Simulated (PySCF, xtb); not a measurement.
W(O)2(OH) (HO3W), SMILES [O]=[W+](=[O])[OH], charge +1, multiplicity 1.

GFN2-xTB (xtb 6.7.1) at its own geometry gives an orbital gap of 1.92 eV.

Geometry: PBE0-D3(BJ)/def2-SVP. The spin state was assumed, not searched. The isomer is the one that the SMILES or the coordinates give; other isomers of the formula were not compared. The def2 effective core potentials stand for the cores of W; spin–orbit coupling is left out. One conformer was computed; it need not be the lowest.

Question: What does PBE0/def2-TZVPD (PySCF) give? (The exact figures need the calculation; the answer reports its results.)

Answer: gap 4.84 eV (levels -15.36 and -10.52 eV).
